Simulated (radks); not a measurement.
Results of a calculation; reference values are marked as such.
Excited configurations of the oxygen ion O3+: one electron is placed in a higher orbital outside [He] 2s2. The ground configuration is [He] 2s2 2p1. Code: a radial shooting solver on a logarithmic mesh with Libxc functionals. Model: non-relativistic Kohn-Sham, r2SCAN, spin-unpolarised, spherical densities, point nucleus; meta-GGA in the generalised Kohn-Sham scheme. Excitation = E - E(ground); binding = E(ion) - E, where the ion is the core of charge +4; n* = 4/sqrt(2 binding) in atomic units, and the quantum defect is n - n*.

| outer orbital | excitation (eV) | binding (eV) | n* | quantum defect | eigenvalue (eV) | <r> (bohr) |
|---|---|---|---|---|---|---|
| 3s | 44.063 | 32.100 | 2.604 | 0.396 | -28.800 | 2.558 |
| 3p | 47.990 | 28.174 | 2.780 | 0.220 | -24.843 | 2.651 |
| 4p | 60.954 | 15.210 | 3.783 | 0.217 | -13.605 | 5.100 |
| 4f | 63.037 | 13.127 | 4.072 | -0.072 | -11.177 | 4.601 |
| 5p | 66.618 | 9.545 | 4.776 | 0.224 | -8.585 | 8.302 |
| 5d | 67.170 | 8.993 | 4.920 | 0.080 | -7.928 | 8.304 |
| 5f | 67.626 | 8.538 | 5.049 | -0.049 | -7.494 | 7.988 |
| 6d | 69.895 | 6.268 | 5.893 | 0.107 | -5.570 | 12.33 |
| 7s | 71.106 | 5.058 | 6.561 | 0.439 | -4.559 | 16.33 |
| 7d | 71.554 | 4.609 | 6.872 | 0.128 | -4.125 | 17.09 |

The Delta-SCF ionisation energy is 76.163 eV (NIST Atomic Spectra Database: 77.414 eV, measured). Self-interaction in the functional shifts the binding energies and quantum defects, so they are the method's values and not measured ones. Spin polarisation and multiplet splitting are left out, so open shells lie too high by an amount that depends on their filling.

Beside tabulated values, note that spin-unpolarised runs miss the spin-polarisation part of the exchange energy of open shells.
